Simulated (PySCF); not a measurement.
A calculated (LDA, PySCF 2.14, x2c-TZVPPall, the spin-free X2C one-electron Hamiltonian (Gaussian nucleus)) atom or ion has these occupied shells.

```tsv
shell	electrons	orbital energy (eV)	rms radius, mean of both spins (bohr)
1s α	1	-15894.4	0.0451
1s β	1	-15894.4	0.0451
2s α	1	-2156.2	0.187
2s β	1	-2156.2	0.187
2p α	3	-1918.6	0.166
2p β	3	-1918.6	0.166
3s α	1	-334.96	0.528
3s β	1	-334.94	0.528
3p α	3	-258.22	0.539
3p β	3	-258.19	0.539
3d α	5	-130.90	0.551
3d β	5	-130.87	0.551
4s α	1	-43.326	1.44
4s β	1	-43.245	1.44
4p α	3	-25.250	1.68
4p β	3	-25.149	1.68
5p α	2	-2.525	5.70
```

**Question.** Name the element and its charge.

**Answer.** Sr (strontium, neutral), in [Kr] 5p2, high-spin 3P determinant (an excited configuration).
